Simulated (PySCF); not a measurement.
SnF4, SMILES [F][Sn]([F])([F])[F].

Coordinates come from a PBE-D3(BJ)/def2-SVP optimisation. The isomer is the one that the SMILES or the coordinates give; other isomers of the formula were not compared. The def2 effective core potentials stand for the cores of Sn; spin–orbit coupling is left out.

Computed with C-PCM-PBE0/def2-SVP (PySCF).

The values are the electrostatic part of the solvation free energy, E(continuum) − E(gas) at the gas-phase geometry, in a cavity of scaled van der Waals radii (PySCF's table); cavitation and dispersion terms are not included. A continuum can't describe solvent molecules that bind to the metal. In vacuum the orbital gap is 7.94 eV. The dipole moment in vacuum is 0.00 D.

Computed values in water (ε = 78.36), cyclohexanone (ε = 15.62), tetrahydrofuran (ε = 7.43):
| solvent | ε | ΔG(elec) (kcal/mol) | dipole (D) | gap (eV) |
|---|---|---|---|---|
| water | 78.36 | -4.9 | 0.00 | 8.01 |
| cyclohexanone | 15.62 | -4.6 | 0.00 | 8.01 |
| tetrahydrofuran | 7.43 | -4.3 | 0.00 | 8.00 |
